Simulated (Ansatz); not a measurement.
Reaction (isomerisation): `[SiH3][SiH2]O[SiH2]S` → `O[SiH](S)[SiH2][SiH3]`

Isolated molecules relaxed with PBE0-D4/def2-TZVP in Ansatz; ΔE leaves out vibrations. CBS: MP2 limit from def2 TZ/QZ plus the TZ coupled-cluster correction, frozen cores. Functionals use def2-TZVPP. One conformer a species, not always the lowest.

```tsv
level	ΔE (kJ/mol)
ωB97M-V	98.1
CCSD(T)/def2-TZVPP	96.6
```

Q: What does CCSD(T)/CBS give? (Estimate.)

A: Ansatz gave: +95.8 kJ/mol. The listed levels differ from it by 2.3, 0.8 kJ/mol.

Largest T1 diagnostic among the species: 0.013.

In def2-TZVPP, CCSD(T) changes the Hartree–Fock value by −27.3 kJ/mol (the triples alone add −4.1 kJ/mol) and MP2 by −22.7 kJ/mol. From PBE to PBE0 (25 % exact exchange), in def2-TZVPP and without D4, ΔE moves by +8.1 kJ/mol.
